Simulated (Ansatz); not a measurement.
Born–Oppenheimer molecular dynamics of ClH$_{5}$OSn (8 atoms, charge 0, multiplicity 1). It starts at the highest image of a converged band. Of that band: A structure lower than the last end lies on the path between it and the top, so the climb from that side starts below the end, which may itself be a saddle point or a shallow side well. A vibrational analysis at the climbing image gives one clearly imaginary mode, 140i cm⁻¹: a first-order saddle point.

These are results of Ansatz 0.2.0, RKS PBE/def2-SVPD, not measurements.

- ensemble: NVE (velocity Verlet)
- time step: 0.5 fs
- steps asked: 200
- starting velocities drawn for: 100 K
- seed: 5367

First frame:

```xyz
8
Properties=species:S:1:pos:R:3
Sn -0.266 0.005 -0.393
Cl -0.383 0.898 2.644
H 1.100 -0.794 0.258
H -0.270 1.700 -0.584
H -0.890 -0.826 -1.779
O -1.980 -0.388 0.848
H -2.171 -1.331 1.014
H -1.486 0.107 1.805
```

How far do the bonds stretch over the last three quarters of this one trajectory? (Pairs bonded in most of those frames.)


```json
{"bond": "Sn1–H3", "mean (Å)": "1.717", "spread (Å)": "0.005", "shortest": "1.71", "longest": "1.73"}
{"bond": "Sn1–H4", "mean (Å)": "1.708", "spread (Å)": "0.009", "shortest": "1.69", "longest": "1.72"}
{"bond": "Sn1–H5", "mean (Å)": "1.730", "spread (Å)": "0.012", "shortest": "1.71", "longest": "1.75"}
{"bond": "Sn1–O6", "mean (Å)": "2.101", "spread (Å)": "0.043", "shortest": "2.04", "longest": "2.17"}
{"bond": "Cl2–H8", "mean (Å)": "1.451", "spread (Å)": "0.082", "shortest": "1.35", "longest": "1.60"}
{"bond": "O6–H7", "mean (Å)": "0.975", "spread (Å)": "0.003", "shortest": "0.97", "longest": "0.98"}
```

Mean temperature of the second half: 87 K. The conserved energy stayed within 0.017 meV per atom of its start (net change 0.011 meV per atom), so the integration is sound. A run of 0.1 ps of so small a system gives no equilibrium averages. The orbitals stay closed-shell, which can raise the energy where a bond breaks towards radicals; this wasn't checked here.

Time of the run: 3.8 min on 4 threads of Arm Neoverse V1, with other jobs on the host, peak memory 0.17 GiB.
